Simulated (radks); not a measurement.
Task: The mercury ion Hg3+ is in [Xe] 4f14 5d9. Calculated with a radial shooting solver on a logarithmic mesh with Libxc functionals: non-relativistic Kohn-Sham, PBE, spin-polarised, spherical densities, point nucleus. Open shells are filled with parallel spins first. One electron is removed from 5s, 5d, 4f, 5p in turn, with full relaxation. Which removal costs least, and what does each cost?

Result: 5d 50.345 eV; 5p 101.89 eV; 5s 134.07 eV; 4f 159.16 eV. The 5d electron leaves first.
